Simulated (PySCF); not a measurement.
C2H9NOSi2, SMILES C[SiH2]/N=C\[SiH2]O.

Geometry: B3LYP-D3(BJ)/def2-SVP. The structure was generated by enumeration; whether it is a known compound was not checked. The values are those of a single conformer.

Two levels are set side by side: TDA-PBE/def2-SVPD (PySCF) and TDA-CAM-B3LYP/def2-SVPD (PySCF). Vertical, same geometry. The lowest singlet is HOMO→LUMO 100 % with PBE and HOMO→LUMO 96 % with the other functional; states are paired by order. Differences are taken from unrounded values.

| quantity | TDA-CAM-B3LYP |
|---|---|
| lowest singlet excitation (eV) | 3.22 |
| lowest triplet excitation (TDA) (eV) | 2.57 |
| first bright state (f over 0.05) (eV) | 6.66 |
| its oscillator strength | 0.09 |

Task: What does TDA-PBE give, and how far is it from TDA-CAM-B3LYP? (An estimate is asked for; the answer gives what the named calculation found.)

Result: 
```csv
quantity,TDA-PBE,TDA-PBE minus TDA-CAM-B3LYP
lowest singlet excitation (eV),3.00,-0.23
lowest triplet excitation (TDA) (eV),2.36,-0.20
first bright state (f over 0.05) (eV),5.51,-1.15
its oscillator strength,0.06,-0.03
```

Functionals without exact exchange tend to place singlet excitations lower, as here. Differences between two approximate levels are no errors against the true value.

Rough cost on one machine, each run with all the roots and properties that it gave: TDA-CAM-B3LYP against TDA-PBE about 4 times.
